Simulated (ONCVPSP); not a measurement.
**Configuration tests for Sn (ONCV)**

tin (Sn), optimised norm-conserving Vanderbilt (ONCV), made with ONCVPSP 4.0.1 (PBEsol, fully relativistic). Core [Kr] 4d10, reference 5s1.5 5p2.5. Waves: 5s: rc 2.15 bohr, ncon 3, nbas 8, qcut 3 1/bohr, 1 projector; 5p: rc 2.75 bohr, ncon 5, nbas 10, qcut 3.4 1/bohr, 2 projectors, debl 3.5 Ha. Local part: polynomial inside 2.00 bohr (lpopt 5, dvloc0 0 Ha). Core correction: polynomial model core, fcfact 1.06.

Open shells are filled in proportion to 2j + 1.

Energies are relative to the spin-unpolarised reference configuration 5s1.5 5p2.5; without spin polarisation the order of configurations can differ from experiment.

**Question.** Give the all-electron excitation energy and the error of the potential for: 5s2 5p2; 5s2 5p1; 5s2 5p0; 5s1 5p3.

**Answer.**

```tsv
valence configuration	charge	ΔE all-electron (eV)	error AE − PS (meV)
5s2 5p2	0	-3.465	-5.3
5s2 5p1	+1	3.447	-6.1
5s2 5p0	+2	17.437	-36
5s1 5p3	0	3.525	-3.6
```

Levels in the configuration 5s2 5p1:

```
   level  all-electron (eV)  pseudo (eV)
5s j=1/2            -17.878      -17.875
5p j=3/2            -10.103      -10.112
5p j=1/2            -10.685      -10.692
```

Note: no bound ghost flagged; GHOST(+) flagged for s at 8.4 eV, p3/2 at 133.3 eV, p1/2 at 135.0 eV.
